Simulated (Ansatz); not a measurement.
Mulliken charges of `O[SiH](Cl)[GeH2][Cl]` from PBE/def2-TZVPP in Ansatz (PBE0-D4/def2-TZVP geometry).

```json
{"atom": "O1", "x (Å)": "1.221", "y (Å)": "1.569", "z (Å)": "-0.053", "charge (e)": "-0.325"}
{"atom": "Si2", "x (Å)": "1.128", "y (Å)": "-0.041", "z (Å)": "0.191", "charge (e)": "0.443"}
{"atom": "Cl3", "x (Å)": "1.958", "y (Å)": "-1.114", "z (Å)": "-1.353", "charge (e)": "-0.203"}
{"atom": "Ge4", "x (Å)": "-1.191", "y (Å)": "-0.612", "z (Å)": "0.255", "charge (e)": "0.226"}
{"atom": "Cl5", "x (Å)": "-2.000", "y (Å)": "0.911", "z (Å)": "-1.084", "charge (e)": "-0.312"}
{"atom": "H6", "x (Å)": "0.556", "y (Å)": "1.951", "z (Å)": "-0.635", "charge (e)": "0.199"}
{"atom": "H7", "x (Å)": "1.901", "y (Å)": "-0.344", "z (Å)": "1.412", "charge (e)": "-0.056"}
{"atom": "H8", "x (Å)": "-1.582", "y (Å)": "-1.966", "z (Å)": "-0.352", "charge (e)": "0.018"}
{"atom": "H9", "x (Å)": "-1.901", "y (Å)": "-0.401", "z (Å)": "1.602", "charge (e)": "0.011"}
```

Problem. By hand: the dipole of these point charges (1 e Å = 4.8032 D).

Solution. Σ q r = (0.015, -0.357, 0.578) e Å, of length 0.680 e Å = 3.27 D.

Problem. How does the dipole of the full density compare? (An estimate is asked.)

Solution. Ansatz gave: (-0.073, -0.149, 0.252) e Å, 1.45 D; the point charges give 2.26 times that, at 15° from its direction.

Point charges leave out the atoms' own dipoles, such as those of lone pairs, and Mulliken's split depends on the basis, so the two needn't agree.
